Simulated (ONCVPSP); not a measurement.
**Rb (Z = 37) ONCV: all-electron and pseudo phase curves**

Rb (Z = 37), optimised norm-conserving Vanderbilt (ONCV), made with ONCVPSP 4.0.1 (PBE, scalar-relativistic). Core [Ar] 3d10, reference 4s2 4p6 5s1. Waves: 4s+5s: rc 2.10 bohr, ncon 4, nbas 7, qcut 6 1/bohr, 2 projectors; 4p: rc 2.65 bohr, ncon 3, nbas 6, qcut 4.7 1/bohr, 2 projectors, debl 1.7 Ha; d scattering state at 0.34 Ha: rc 2.50 bohr, ncon 4, nbas 9, qcut 3.6 1/bohr, 2 projectors, debl 2.1 Ha. Local part: polynomial inside 1.70 bohr (lpopt 2, dvloc0 1 Ha). Core correction: Teter function, fcfact 2.75, rcfact 1.7.

The phase is arctan(r·R′/R) of the radial function R(r), unwrapped; energies in Ha, scanned from -3 to 5 Ha. A pole is an energy at which the radial function vanishes at the test radius. The pseudo phase is shifted by a multiple of π to meet the all-electron one at the reference energy, and phase errors are pseudo minus all-electron; the curves can meet again beyond the range given. Levels narrower than the energy grid can be missing from the lists of poles.

```
channel  radius (bohr)  reference energy (Ha)  poles, all-electron  poles, pseudo  unbroken range about the reference energy with phases within 0.05 rad  phase error 1 Ha above the reference energy (rad)
      s           2.13                  -0.08          -0.76, 4.68    -0.76, 4.51                                                        the whole range                                             -0.001
      p           2.70                  -0.59          -0.39, 2.70    -0.39, 2.68                                                              below 3.9                                             -0.001
      d           2.54                   0.34           0.85, 4.35     0.85, 4.39                                                        the whole range                                             +0.000
```

Phases in the d channel:

```csv
E (Ha),all-electron,pseudo
-2.98,1.377,1.377
-2.54,1.357,1.357
-2.10,1.330,1.330
-1.66,1.290,1.290
-1.22,1.225,1.225
-0.78,1.091,1.091
-0.34,0.660,0.660
0.10,-0.839,-0.839
0.54,-1.422,-1.422
0.98,-1.618,-1.618
1.42,-1.787,-1.787
1.86,-2.172,-2.171
2.30,-3.769,-3.769
2.74,-4.398,-4.398
3.18,-4.557,-4.556
3.62,-4.633,-4.632
4.06,-4.684,-4.682
4.50,-4.726,-4.722
4.94,-4.768,-4.760
```
